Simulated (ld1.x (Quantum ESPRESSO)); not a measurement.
u(r) = r·R(r): atom against pseudo-atom (Re (Z = 75))

Columns: radius, all-electron u(r) and pseudo u(r) of the 6s shell (level -5.84 eV) of rhenium in the configuration [Xe] 4f14 5d5.5 6s1.5 6p0; LDA (PZ), scalar-relativistic, TM scheme, ld1.x (Quantum ESPRESSO) 7.5.

```
r (bohr)  all-electron   pseudo
   0.140        0.1301  -0.0143
   0.280       -0.1333  -0.0295
   0.420       -0.1369  -0.0463
   0.560        0.0901  -0.0659
   0.700        0.2595  -0.0891
   0.840        0.3001  -0.1172
   0.980        0.2393  -0.1513
   1.120        0.1217  -0.1922
   1.260       -0.0173  -0.2403
   1.400       -0.1550  -0.2952
   1.540       -0.2793  -0.3554
   1.680       -0.3844  -0.4178
   1.820       -0.4691  -0.4787
   1.960       -0.5343  -0.5335
   2.100       -0.5817  -0.5786
   2.240       -0.6137  -0.6115
   2.380       -0.6327  -0.6318
   2.520       -0.6408  -0.6406
   2.660       -0.6401  -0.6401
   2.800       -0.6324  -0.6324
   2.940       -0.6191  -0.6191
   3.080       -0.6015  -0.6015
   3.220       -0.5807  -0.5807
   3.360       -0.5576  -0.5576
   3.500       -0.5329  -0.5329
   3.640       -0.5072  -0.5072
```

(1) How many radial nodes do the two functions have?

(2) At about which radius was the pseudo-wave matched?

(3) Where does each function peak?

(4) Is the pseudo-wave norm-conserving?

Results:

(1) The all-electron 6s function has n − l − 1 = 5 (the table is too coarse to show those close to the nucleus); the pseudo-wave has 0, since the states of the same l below it are removed with the core.

(2) 2.80 bohr. The columns agree to 0.0005 from 2.52 bohr on; several derivatives are matched, so the curves merge somewhat inside the radius.

(3) Outermost all-electron maximum near 2.52 bohr, pseudo maximum near 2.52 bohr (to the table’s step).

(4) Yes: the TM scheme keeps the norm inside the radius equal to the all-electron one, which fixes the energy derivative of the logarithmic derivative at the level.
